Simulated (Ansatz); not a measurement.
`[CH3][SbH][SiH3]` + `CCS` → `CCS[SiH3]` + `[CH3][SbH2]` at 500 K and 1 bar (cleavage of the Si–Sb bond).

Isolated molecules relaxed with PBE0-D4/def2-TZVP in Ansatz; ΔE leaves out vibrations. CCSD(T)/CBS is the MP2 limit (def2-TZVPP, def2-QZVPP) plus CCSD(T) − MP2 in def2-TZVPP, frozen cores. This one scheme is used for every species. Elements past krypton have def2 core potentials. For Sb outer-core shells are correlated without core-valence functions, which leaves a few kJ/mol of doubt a bond. Each species was taken in one conformer, which may not be the lowest.

```tsv
species	CCSD(T)/CBS energy (Eh)	H − E (kJ/mol)	S (J/(mol·K))
`[CH3][SbH][SiH3]`	-571.34920	222.7	409.9
`CCS`	-477.49091	229.0	328.4
`CCS[SiH3]`	-767.79185	289.4	409.6
`[CH3][SbH2]`	-281.05548	159.6	323.2
```

H − E and S are ideal-gas, rigid-rotor, harmonic terms from PBE0-D4/def2-TZVP, for one conformer and one mirror image of each species. 1 Eh = 2625.50 kJ/mol, R = 8.31446 J/(mol·K).

Task: By hand: ΔE, ΔH, ΔS and ΔG.

Result: ΔE = (-767.79185) + (-281.05548) − (-571.34920) − (-477.49091) = -0.00722 Eh = -19.0 kJ/mol. Δ(H − E) = 289.4 + 159.6 − 222.7 − 229.0 = -2.7, so ΔH = -21.7 kJ/mol. ΔS = 409.6 + 323.2 − 409.9 − 328.4 = -5.5 J/(mol·K). ΔG = -21.7 − 500 × (-5.5)/1000 = -18.9 kJ/mol.

Task: By hand: the equilibrium constant, and the temperature at which ΔG would vanish if ΔH and ΔS stayed fixed.

Result: log₁₀ K = −ΔG/(RT ln 10) = 2.0. ΔG = 0 at ΔH/ΔS = 3945 K, far beyond where these terms or the molecules hold.

The number of gas molecules stays the same, so ΔS is small and ΔH decides. A doubt of 5 kJ/mol in ΔE shifts log₁₀ K by 0.5 here. Other conformers and mirror images would add mixing entropy, several J/(mol·K) or more a flexible species. Modes under 60 cm⁻¹, often nearly free rotors, make the harmonic entropy too high. These are equilibria of isolated gas molecules and say nothing of rates. Largest T1 diagnostic: 0.013 (customary marks: 0.02 for closed shells, 0.045 for open ones).
